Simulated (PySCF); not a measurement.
The same groups moved round the core (propene chloro+silyl). Gas-phase values, no solvent. One relaxed conformer stands for each flexible species; it need not be the lowest. Strings in code marks are SMILES.

The numbers are results of CAM-B3LYP-D3(BJ)/def2-TZVP run with PySCF, not measurements. Delta-SCF ions had no search for a lower state. 

```tsv
species	vertical ionisation energy (Delta-SCF) (eV)	S1 oscillator strength	dipole moment (D)
`C=C(Cl)C[SiH3]` (Cl–C–C–Si torsion 74°)	9.33	0.002	–
`C/C(Cl)=C/[SiH3]`	9.52	?	?
`C(/[SiH3])=C(\Cl)C`	?	0.459	1.06
`C/C([SiH3])=C/Cl`	9.37	0.325	?
`C/C([SiH3])=C\Cl`	9.43	0.499	1.04
`Cl/C(=C/C)[SiH3]`	9.29	0.000	2.07
`[SiH3]C/C=C/Cl` (Si–C–C–C torsion 109°)	?	0.025	–
`[SiH3]C/C=C\Cl` (Si–C–C–C torsion 96°)	9.15	0.014	–
```

Problem. Some entries are withheld; supply them.

Solution. 
- `C/C(Cl)=C/[SiH3]`, S1 oscillator strength: 0.419
- `C/C(Cl)=C/[SiH3]`, dipole moment (D): 1.93
- `C(/[SiH3])=C(\Cl)C`, vertical ionisation energy (Delta-SCF) (eV): 9.49
- `C/C([SiH3])=C/Cl`, dipole moment (D): 1.79
- `[SiH3]C/C=C/Cl` (Si–C–C–C torsion 109°), vertical ionisation energy (Delta-SCF) (eV): 9.12
